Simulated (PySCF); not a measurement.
**What PySCF settings do for InP**

Base input, run as `OMP_NUM_THREADS=1 python input.py` with PySCF 2.14:

```python
from pyscf import gto, scf, mp

mol = gto.M(
    atom='In 0 0 0; P 0 0 2.455',
    basis='3-21g',
    charge=0,
    spin=2,
    verbose=3,
)
mf = scf.UHF(mol)
mf.kernel()
mp.MP2(mf, frozen=23).kernel()
mf.dip_moment()
print('orbital energies (hartree):', [e[max(0, n-3):n+3].round(4) for e, n in zip(mf.mo_energy, mol.nelec)])
```

Base result: E(SCF) = -6053.721340 Eh, E(MP2) − E(SCF) = -0.06027 Eh, ⟨S²⟩ = 2.101, μz(SCF) = -3.25 D. No relativity is included for the heavy element. The basis is very small, so the numbers show the basis as much as the system. The bond length is a typed value, not an optimised one. No search for the lowest solution was made.

Hardware: Arm Neoverse V1, 1 thread, shared host. Wall time 1.2 s, peak memory 0.12 GiB.

Each row names what differs from the base; energies in brackets are changes from the base.

```tsv
change	result
Cartesian functions: off → on	E(SCF) = -6054.077835 Eh (-9.7007 eV), E(MP2) − E(SCF) = -0.06127 Eh, ⟨S²⟩ = 2.101, μz(SCF) = -3.25 D
geometry: bond 2.455 → bond 7.365 [spin-contaminated]	E(SCF) = -6053.722862 Eh (-0.0414 eV), E(MP2) − E(SCF) = -0.03272 Eh, ⟨S²⟩ = 3.001, μz(SCF) = 0.01 D
initial guess: minao → core (no such guess here, so PySCF falls back to its default)	E(SCF) = -6053.721340 Eh (+0.0000 eV), E(MP2) − E(SCF) = -0.06027 Eh, ⟨S²⟩ = 2.101, μz(SCF) = -3.25 D
spin (2S): 2 → 0	E(SCF) = -6053.651481 Eh (+1.9010 eV), E(MP2) − E(SCF) = -0.09449 Eh, μz(SCF) = -5.23 D
density fitting: none → cc-pvdz-jkfit [unsound on purpose]	stops with BasisNotFoundError (Basis set not found for In in cc-pvdz-jkfit)
spin-free X2C: off → on [basis contracted without relativity]	E(SCF) = -6148.564459 Eh, E(MP2) − E(SCF) = -0.06052 Eh, ⟨S²⟩ = 2.099, μz(SCF) = -3.30 D
cycle limit: 50 → 8	not converged: SCF
geometry: bond 2.455 → bond 0.3 [unsound on purpose]	E(SCF) = -5831.662051 Eh, E(MP2) − E(SCF) = -0.02671 Eh, ⟨S²⟩ = 2.002, μz(SCF) = -2.13 D
geometry: bond 2.455 → bond 1.964	E(SCF) = -6053.608750 Eh (+3.0637 eV), E(MP2) − E(SCF) = -0.06816 Eh, ⟨S²⟩ = 2.020, μz(SCF) = -3.05 D
charge: 0 → 1; spin (2S): 2 → 3 [another spin of the ion may lie lower] [a high spin state]	E(SCF) = -6053.503882 Eh (+5.9173 eV), E(MP2) − E(SCF) = -0.04230 Eh, ⟨S²⟩ = 3.795
density fitting: none → auto [this fitting set is unfit for the basis or for exact exchange; a fit set errs by some meV]	E(SCF) = -6137.300125 Eh, E(MP2) − E(SCF) = -0.06125 Eh, ⟨S²⟩ = 2.103, μz(SCF) = -3.24 D
SCF type: UHF → RHF [runs as restricted open-shell]	E(SCF) = -6053.715349 Eh (+0.1630 eV), E(MP2) − E(SCF) = -0.06278 Eh, μz(SCF) = -3.32 D
length unit: angstrom → bohr [unsound on purpose]	E(SCF) = -6052.059662 Eh (+45.2166 eV), E(MP2) − E(SCF) = -0.06716 Eh, ⟨S²⟩ = 2.007, μz(SCF) = -0.19 D
electric field along z (a.u.): none → 0.2 [unsound on purpose] [may be another electronic state]	E(SCF) = -6055.923515 Eh (-59.9242 eV), E(MP2) − E(SCF) = -0.05077 Eh, ⟨S²⟩ = 2.023, μz(SCF) = 54.75 D
basis set: 3-21g → def2-svpd; core potential: off → on; frozen orbitals: 23 → 9	E(SCF) = -529.828026 Eh, E(MP2) − E(SCF) = -0.14352 Eh, ⟨S²⟩ = 2.018, μz(SCF) = -0.87 D
spin (2S): 2 → 3 [unsound on purpose]	stops with RuntimeError (Electron number 64 and spin 3 are not consistent)
geometry: bond 2.455 → bond 2.627	E(SCF) = -6053.724666 Eh (-0.0905 eV), E(MP2) − E(SCF) = -0.05775 Eh, ⟨S²⟩ = 2.189, μz(SCF) = -3.34 D
SCF type: UHF → ROHF	E(SCF) = -6053.715349 Eh (+0.1630 eV), E(MP2) − E(SCF) = -0.06278 Eh, μz(SCF) = -3.32 D
```

**Question.** Order these changes by how far they move the SCF energy from the base, largest first: (1) Cartesian functions: off → on; (2) SCF type: UHF → RHF; (3) SCF type: UHF → ROHF; (4) geometry: bond 2.455 → bond 1.964.

**Answer.** (1) -9.7007 eV, (4) +3.0637 eV, (2) +0.1630 eV, (3) +0.1630 eV.
